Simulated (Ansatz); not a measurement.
`CCB(F)Br` + HCl → `FB(Cl)Br` + `CC` at 600 K and 1 bar (ligand exchange at a B–C bond).

Computed with Ansatz on PBE0-D4/def2-TZVP structures; ΔE is electronic, products minus reactants. CCSD(T)/CBS is the MP2 limit (def2-TZVPP, def2-QZVPP) plus CCSD(T) − MP2 in def2-TZVPP, frozen cores. This one scheme is used for every species. For Br outer-core shells are correlated without core-valence functions, which leaves a few kJ/mol of doubt a bond. Scalar relativity is left out up to krypton. One conformer a species, not always the lowest.

| species | CCSD(T)/CBS energy (Eh) | H − E (kJ/mol) | S (J/(mol·K)) |
| --- | --- | --- | --- |
| `CCB(F)Br` | -2777.13014 | 246.9 | 429.6 |
| HCl | -460.38127 | 35.4 | 207.2 |
| `FB(Cl)Br` | -3157.81685 | 57.1 | 351.8 |
| `CC` | -79.71954 | 228.8 | 274.9 |

H − E and S are ideal-gas, rigid-rotor, harmonic terms from PBE0-D4/def2-TZVP, for one conformer and one mirror image of each species. 1 Eh = 2625.50 kJ/mol, R = 8.31446 J/(mol·K).

Question: By hand: ΔE, ΔH, ΔS and ΔG.

Answer: ΔE = (-3157.81685) + (-79.71954) − (-2777.13014) − (-460.38127) = -0.02498 Eh = -65.6 kJ/mol. Δ(H − E) = 57.1 + 228.8 − 246.9 − 35.4 = 3.6, so ΔH = -62.0 kJ/mol. ΔS = 351.8 + 274.9 − 429.6 − 207.2 = -10.1 J/(mol·K). ΔG = -62.0 − 600 × (-10.1)/1000 = -55.9 kJ/mol.

Question: By hand: the equilibrium constant, and the temperature at which ΔG would vanish if ΔH and ΔS stayed fixed.

Answer: log₁₀ K = −ΔG/(RT ln 10) = 4.9. ΔG = 0 at ΔH/ΔS = 6139 K, far beyond where these terms or the molecules hold.

The number of gas molecules stays the same, so ΔS is small and ΔH decides. A doubt of 5 kJ/mol in ΔE shifts log₁₀ K by 0.4 here. Other conformers and mirror images would add mixing entropy, several J/(mol·K) or more a flexible species. Modes under 60 cm⁻¹, often nearly free rotors, make the harmonic entropy too high. These are equilibria of isolated gas molecules and say nothing of rates. Largest T1 diagnostic: 0.010 (customary marks: 0.02 for closed shells, 0.045 for open ones).
